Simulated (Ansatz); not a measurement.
`SC=C=[Se]`. Charge 0, multiplicity 1. The geometry is a stationary point of PBE0-D4/def2-TZVP. It is one conformer, not always the lowest.

```xyz
6

S     0.962    0.629   -1.171
C    -0.433    0.037   -0.265
C    -0.372    0.060    1.040
Se   -0.277    0.106    2.727
H     1.455   -0.567   -1.546
H    -1.336   -0.266   -0.784
```

What is the dipole moment at PBE/def2-TZVPP? (An estimate is asked.)

Ansatz gave: 1.02 D, with components (-0.35, -0.92, -0.27) D in this frame, pointing from negative to positive charge.

And with r2SCAN, B3LYP, ωB97M-V? (An estimate is asked.)

Computed: r2SCAN 1.11 D, B3LYP 1.06 D, ωB97M-V 1.10 D.

Give the Mulliken charges with PBE, B3LYP, ωB97M-V in def2-TZVPP. (Best estimate.)

Ansatz gave: 
```json
{"atom": "S1", "PBE": "-0.12", "B3LYP": "-0.10", "ωB97M-V": "-0.10"}
{"atom": "C2", "PBE": "-0.17", "B3LYP": "-0.18", "ωB97M-V": "-0.19"}
{"atom": "C3", "PBE": "0.01", "B3LYP": "0.01", "ωB97M-V": "-0.03"}
{"atom": "Se4", "PBE": "0.04", "B3LYP": "0.03", "ωB97M-V": "0.06"}
{"atom": "H5", "PBE": "0.11", "B3LYP": "0.10", "ωB97M-V": "0.11"}
{"atom": "H6", "PBE": "0.12", "B3LYP": "0.13", "ωB97M-V": "0.13"}
```

B3LYP here is the variant with VWN-RPA as its local correlation; programs differ in this.
